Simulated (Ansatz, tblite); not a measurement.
Forces on SbMe2H (C2H7Sb) at its PBE0-D4/def2-SVP geometry. Total charge 0; singlet.

In the def2 sets Sb takes a core potential; there is no spin–orbit coupling. The xTB rows come from tblite.

GFN1-xTB (tblite), largest force 0.43 eV/Å:

```xyz
10
positions Å, forces eV/Å
C     0.337    1.542    0.351    0.114    0.126   -0.065
C    -0.534   -1.345   -0.720    0.048   -0.097   -0.147
Sb   -0.574   -0.258    1.162   -0.031   -0.100    0.293
H    -0.407    2.077   -0.255    0.348   -0.147    0.197
H     1.205    1.291   -0.274   -0.288    0.228    0.178
H     0.656    2.197    1.174   -0.073   -0.175   -0.385
H    -0.725   -2.412   -0.534    0.089    0.378   -0.181
H     0.438   -1.229   -1.217   -0.389   -0.113    0.055
H    -1.328   -0.956   -1.374    0.335   -0.194    0.176
H     0.931   -0.908    1.688   -0.155    0.092   -0.122
```

GFN2-xTB (tblite), largest force 0.50 eV/Å:

```
C 0.123 0.246 -0.091
C 0.002 -0.161 -0.241
Sb 0.029 0.018 -0.072
H 0.344 -0.225 0.248
H -0.373 0.106 0.262
H -0.127 -0.291 -0.382
H 0.099 0.476 -0.098
H -0.416 -0.045 0.210
H 0.361 -0.174 0.264
H -0.044 0.050 -0.099
```

PBE-D4/def2-TZVP (Ansatz), largest force 0.21 eV/Å:

```
C 0.095 0.172 -0.076
C 0.010 -0.109 -0.180
Sb -0.178 0.017 0.098
H 0.029 -0.041 0.036
H -0.054 0.002 0.040
H -0.019 -0.045 -0.039
H 0.012 0.061 0.000
H -0.053 0.001 0.040
H 0.040 -0.009 0.047
H 0.120 -0.049 0.035
```
